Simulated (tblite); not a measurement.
C2H5F3OSi.
Atom-mapped SMILES: `[F:1][CH:2]([F:3])[O:4][C@@H:5]([F:6])[SiH3:7]` (hydrogens: H8 on C2; H9 on C5; H10, H11, H12 on Si7)

Geometry (GFN2-xTB, Å), atoms numbered from 1 in this order:
```xyz
12
C2H5F3OSi angstrom
F     -2.3918    0.6082    1.1695
C     -1.7688    0.7072   -0.0345
F     -2.1130    1.8954   -0.5384
O     -0.4191    0.6795    0.1126
C      0.1285   -0.5652    0.4388
F     -0.0844   -1.4301   -0.6199
Si     2.0145   -0.2417    0.6946
H     -2.1730   -0.0897   -0.6833
H     -0.3985   -1.0182    1.2899
H      2.1099    0.6042    1.8796
H      2.6191   -1.5574    0.8966
H      2.4779    0.4070   -0.5251
```

Computed values, GFN2-xTB/tblite, gas phase, harmonic and unscaled. Against measured fundamentals such values can be off by several per cent, at times by over 20. Modes of hydrogen on silicon can be 10 to 20 % off. One conformer, not necessarily the lowest.

Harmonic wavenumbers (cm⁻¹): 49.5, 76.8, 88.4, 117.1, 200.5, 288.7, 396.5, 476.3, 494.6, 553.5, 562.8, 654.1, 724.5, 740.4, 745.1, 771.2, 967.3, 989.3, 1067.4, 1099.5, 1120.9, 1244.7, 1272.9, 1294.2, 1308.0, 2294.2, 2315.6, 2334.0, 2887.5, 2893.3.

A = 3975, B = 1100, C = 1039 MHz; mass 130.006 u (most abundant isotopes); point group C1, symmetry number 1.

Q: What is the zero-point energy?

A: Half the sum of the wavenumbers: 15014 cm⁻¹ = 179.61 kJ/mol.

Q: What is S at 350 K and 1 bar for an ideal gas of classical rigid rotors and harmonic oscillators?

A: Translation 172.90, rotation 121.87, vibration 120.06: S = 414.8 J/(mol K).

Q: And Cp and H(350 K) − H(0)?

A: Cp = 147.59 J/(mol K), of which vibrations give 114.34 (their classical limit is 30 R = 249.4); H(350 K) − H(0) = 32.80 kJ/mol without the zero-point energy, 21.16 from vibrations.

Q: Which modes carry the vibrational entropy at 350 K?

A: 49.5 cm⁻¹: 21.57; 76.8 cm⁻¹: 17.93; 88.4 cm⁻¹: 16.78; 117.1 cm⁻¹: 14.47; 200.5 cm⁻¹: 10.15; 288.7 cm⁻¹: 7.36 J/(mol K); the other 24 give 31.79 together.

Q: What must be added to the electronic energy to get the Gibbs energy at 350 K and 1 bar?

A: ZPE + [H(350 K) − H(0)] − T·S = 179.61 + 32.80 − 145.19 = 67.22 kJ/mol.

Q: How do the functions run with temperature in this model?

A: 
```csv
T (K),S (J/(mol K)),Cp (J/(mol K)),H − H(0) (kJ/mol),G − H(0) (kJ/mol),ln q(vib)
100,287.0,71.4,5.31,-23.39,1.69
200,345.7,102.2,13.95,-55.18,3.97
300,393.2,133.6,25.77,-92.18,6.12
500,473.4,180.8,57.59,-179.11,10.21
800,567.9,220.2,118.37,-335.95,15.75
1000,618.8,235.8,164.07,-454.76,19.04
```

q(vib) and H(0) count from the zero-point level.

Hindered rotation and anharmonicity are outside this model. Other conformers, if any are populated, would add a mixing term that is left out. The structure is chiral; the term R ln 2 for an equal mix with its mirror image is left out.
